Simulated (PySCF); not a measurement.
## C₆ coefficients of unlike pairs at UHF

Calculated with PySCF 2.14 from the dipole response of each species, C₆(A,B) = (3/π) ∫ α_A(iu) α_B(iu) du, in atomic units, from isotropic polarisabilities. For ions this is the dispersion term alone; charge-induced terms of lower order in 1/R come first.

| species | configuration | basis | relativity | α (bohr³) | C₆ (like pair) |
| --- | --- | --- | --- | --- | --- |
| Pt⁺ | [Xe] 4f14 5d9 (2D) | x2c-TZVPPall with one added diffuse shell each of s, p, d, f type (12s8p8d4f1g) | spin-free X2C | 14.60 | 107.6 |
| Mn³⁺ | [Ar] 3d4 (5D) | def2-QZVPPD (11s6p5d4f2g) | none | 1.795 | 4.397 |
| Cl⁺ | [Ne] 3s2 3p4 (3P) | aug-cc-pCVTZ-DK with one added diffuse shell each of s, p, d, f type (9s8p6d4f) | spin-free X2C | 8.564 | 40.49 |
| Ca⁺ | [Ar] 4s1 (2S) | aug-cc-pVTZ-X2C (7s6p4d2f) | spin-free X2C | 96.52 | 765.6 |

Q: Estimate C₆ for Mn³⁺ with Pt⁺.

A: The integral gives 20.24. The combination rule 2 C_A C_B / (C_A α_B/α_A + C_B α_A/α_B) gives 19.32 and the geometric mean 21.75.

No spin-orbit coupling is included.

The other pairs:

| pair | C₆ |
| --- | --- |
| Cl⁺, Pt⁺ | 65.68 |
| Cl⁺, Mn³⁺ | 12.03 |
| Ca⁺, Mn³⁺ | 30.63 |
| Ca⁺, Pt⁺ | 209.7 |
| Ca⁺, Cl⁺ | 127.0 |
